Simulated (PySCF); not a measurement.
[OsNCl4]- (charge -1 and singlet state).
SMILES: `[N]#[Os-]([Cl])([Cl])([Cl])[Cl]`

The closed-shell ground state was solved at several levels (PySCF, density fitting, gas phase). Isolated species at its PBE0-D3(BJ)/def2-SVP geometry, gas phase. Atoms past krypton carry effective core potentials; spin–orbit coupling is left out. The geometry's basis has no diffuse functions, a weakness for an anion. No diffuse functions stand in pcSseg-1 (def2-TZVP on Os), which bears on an anion's orbital energies.

```tsv
level	basis functions	HOMO (eV)	LUMO (eV)	gap (eV)
B3LYP/def2-SVPD	163	-3.06	1.07	4.13
B3LYP/pcSseg-1 (def2-TZVP on Os)	153	-2.80	1.39	4.19
```

(1) Estimate the row for PBE0/pcSseg-1 (def2-TZVP on Os), a basis of 153 functions; the other rows only guide the guess.

(2) Over all these levels, which gives the widest orbital gap and which the narrowest?

## Answers

(1) HOMO -3.11 eV, LUMO 1.55 eV, gap 4.66 eV.

(2) PBE0/pcSseg-1 (def2-TZVP on Os) (global hybrid, 25 % exact exchange) has the widest, 4.66 eV, and B3LYP/def2-SVPD (global hybrid, 20 % exact exchange) the narrowest, 4.13 eV. Functional and basis both differ between the two, so the spread mixes both effects.
